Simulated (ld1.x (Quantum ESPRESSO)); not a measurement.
## Varying the TM potential for silicon

Base potential:

```
Element                 : Si (Z = 14)
Generator               : ld1.x (Quantum ESPRESSO) 7.5
Type                    : norm-conserving Troullier–Martins (Kleinman–Bylander form)
Functional              : revPBE
Relativity              : scalar-relativistic
Frozen core             : [Ne]
Valence charge          : 4
Reference configuration : 3s2 3p1.5 (charge +0.5)
Partial waves           : 3p (bound): rc 2.20 bohr; 3s (bound): rc 1.90 bohr
Local potential         : the s channel
Core correction         : none
```

Cutoffs, loose and tight: the cutoffs (Ry, on a coarse ladder) from which the occupation-weighted sum of valence levels, in a spherical-Bessel basis at the reference potential, stays within 10 and 1 mRy of its value at 400 Ry. They do not see the model core or the augmentation charge, which bear on the density cutoff. Test errors are all-electron minus pseudo excitation energies from the reference, over the configurations 3s2 3p2; 3s2 3p1; 3s2 3p0; 3s0 3p4; 3s1 3p0; 3s2 3p2.3; 3s1 3p3. A dash means not determined; rows that change the core or the reference have their own tests.

```csv
change,outcome,"cutoff, loose","cutoff, tight",bound ghosts,largest test error (meV)
base,generated,15 Ry,35 Ry,none,-14
"all radii scaled by about 1.31 (s 2.50, p 2.88 bohr)",generated,10 Ry,21 Ry,none,-35
wave 3s (bound): rc 1.90 bohr becomes 3s (bound): rc 2.82 bohr,generated,8 Ry,18 Ry,none,+31
core correction a·sin(br)/r model core inside 1.96 bohr,generated,15 Ry,35 Ry,none,-30
"type ultrasoft; waves now 3s (bound): rcut 1.65, rcutus 1.90 bohr; 3s channel at -0.3 Ry: rcut 1.65, rcutus 1.90 bohr; 3p (bound): rcut 1.90, rcutus 2.20 bohr; 3p channel at -0.2 Ry: rcut 1.90, rcutus 2.20 bohr; local potential all-electron potential smoothed inside 1.85 bohr (lloc = -1); augmentation PSQ, radius 1.60 bohr",generated,8 Ry,15 Ry,none,-51
non-relativistic,generated,15 Ry,35 Ry,none,-11
reference 3s2 3p1,generated,15 Ry,35 Ry,none,-9.9
wave 3p (bound): rc 2.20 bohr becomes 3p (bound): rc 1.98 bohr,generated,15 Ry,35 Ry,none,-13
core correction a·sin(br)/r model core inside 1.52 bohr,generated,15 Ry,35 Ry,none,-32
"all radii scaled by about 1.35 (s 2.56, p 2.96 bohr)",generated,10 Ry,21 Ry,none,-38
local potential all-electron potential smoothed inside 2.00 bohr (lloc = -1),generated,15 Ry,35 Ry,none,+5.7
reference 3s1.75 3p2.25,generated,15 Ry,35 Ry,none,-17
```

Q: What comes out with this change to the base: functional PBEsol?

A: outcome: generated; cutoff, loose: 15 Ry; cutoff, tight: 35 Ry; bound ghosts: none; largest test error (meV): +73.
